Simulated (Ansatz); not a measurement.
Geometry optimisation, RKS B3LYP-D4/def2-SVP in Ansatz 0.2.0.

input.yaml

```yaml
crystal:
  periodic: [false, false, false]
  atoms:
    - { symbol: Ta, position_ang: [-0.464918, -0.418723, 0.203374] }
    - { symbol: "N", position_ang: [2.839574, 0.009009, 0.194462] }
    - { symbol: H, position_ang: [3.332767, 0.353169, 1.020203] }
    - { symbol: H, position_ang: [3.378645, 0.271966, -0.631454] }
    - { symbol: F, position_ang: [0.015932, 0.150746, 1.919555] }
    - { symbol: F, position_ang: [0.172578, -0.488834, -1.55495] }
    - { symbol: F, position_ang: [-0.952987, 1.36529, -0.150259] }
    - { symbol: F, position_ang: [-2.177767, -1.118766, 0.256241] }
    - { symbol: Cl, position_ang: [0.739235, -2.495044, 0.632011] }
    - { symbol: H, position_ang: [2.825741, -1.029216, 0.250315] }
basis:
  gaussian: { orbitals: def2-SVP }
hamiltonian:
  xc: b3lyp
  dispersion: d4
relax:
  f_tol: 0.03
  max_steps: 50
```

Launched with:

```bash
$ ansatz run input.yaml --threads 4 --pin off --max-ram 5120MiB --backend cpu --events-out ev --progress --plain --runs-dir out
```

Task: Where does it end, and by what steps?

Result: The run converged. After 8 steps the energy has fallen by 1.081 eV; F7 moved furthest, 0.93 Å. Joined: Ta1–N2 (3.33 → 2.35 Å).

```json
{"step": "0", "energy less start (eV)": "0.0000", "largest force component (eV/Å)": "1.195", "accepted": "yes"}
{"step": "1", "energy less start (eV)": "-0.3057", "largest force component (eV/Å)": "0.779", "accepted": "yes"}
{"step": "2", "energy less start (eV)": "-0.6180", "largest force component (eV/Å)": "0.972", "accepted": "yes"}
{"step": "3", "energy less start (eV)": "-0.8740", "largest force component (eV/Å)": "0.961", "accepted": "yes"}
{"step": "4", "energy less start (eV)": "-0.9778", "largest force component (eV/Å)": "0.753", "accepted": "yes"}
{"step": "5", "energy less start (eV)": "-1.0472", "largest force component (eV/Å)": "0.388", "accepted": "yes"}
{"step": "6", "energy less start (eV)": "-1.0548", "largest force component (eV/Å)": "0.695", "accepted": "yes"}
{"step": "7", "energy less start (eV)": "-1.0805", "largest force component (eV/Å)": "0.085", "accepted": "yes"}
{"step": "8", "energy less start (eV)": "-1.0811", "largest force component (eV/Å)": "0.012", "accepted": "yes"}
```

```xyz
10
Properties=species:S:1:pos:R:3
Ta -0.004 -0.498 0.218
N 2.297 -0.043 0.188
H 2.560 0.534 0.992
H 2.567 0.463 -0.659
F 0.265 -0.070 2.046
F 0.355 -0.768 -1.624
F -0.024 1.365 -0.136
F -1.853 -0.771 0.225
Cl 0.689 -2.716 0.660
H 2.857 -0.897 0.230
```

Whether the end is a true minimum wasn't checked by a vibrational analysis.

The run took 17 s on 4 threads of Intel(R) Xeon(R) 6975P-C (Granite Rapids) (shared host), peak memory 0.42 GiB.
